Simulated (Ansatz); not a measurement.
Ru3H4, relaxed as a singlet with RKS PBE-D4/def2-TZVP in Ansatz, starting from the GFN1-xTB geometry. Force threshold 0.02 eV/Å.

In the def2 sets Ru takes a core potential; there is no spin–orbit coupling. The restricted singlet is unstable towards broken spin symmetry at other levels; at PBE-D4/def2-TZVP this wasn't settled. An occupied level of the charge 0 singlet lies above an empty one (by up to 0.17 eV), so this SCF solution is probably not the lowest. The relaxation made no stability test and no search for a lower SCF solution. No other spin state of charge 0 was run. Another isomer (triplet) lies 0.93 eV lower at PBE0-D4/def2-TZVP; other spin states weren't run for this one.

Start:

Cartesian coordinates in Å:
```
Ru 0.489 -0.286 1.213
Ru -0.613 -1.110 -0.677
Ru -0.672 1.181 -0.079
H -1.471 -0.153 -1.662
H 0.030 2.429 -0.723
H 2.032 -0.057 1.441
H 0.205 -2.004 0.488
```

```
step  energy (eV)  largest force component (eV/Å)  SCF passes
   1   -7812.3538                           1.556          88
   2   -7812.9813                           0.729          52
   3   -7813.2427                           0.683          43
   4   -7813.3343                           0.342          45
   5   -7813.3494                           0.239          43
   6   -7813.3600                           0.052          39
   7   -7813.3602                           0.016          32
```

Force components are those of the run's own axes.

End:

```xyz
7

Ru    0.277   -0.302    1.284
Ru   -0.534   -1.183   -0.769
Ru   -0.856    1.057   -0.040
H    -1.388    0.214   -1.492
H     0.342    1.926   -0.612
H     1.765    0.198    1.048
H     0.395   -1.910    0.580
```

By distances, no bond broke or formed. The bond that changes most is Ru3–H4, from 2.22 to 1.76 Å (atoms count from 1).

No frequencies were taken in this run, so the end may be a saddle point.

It took 13 s on 4 threads of Arm Neoverse V1 on a shared host.
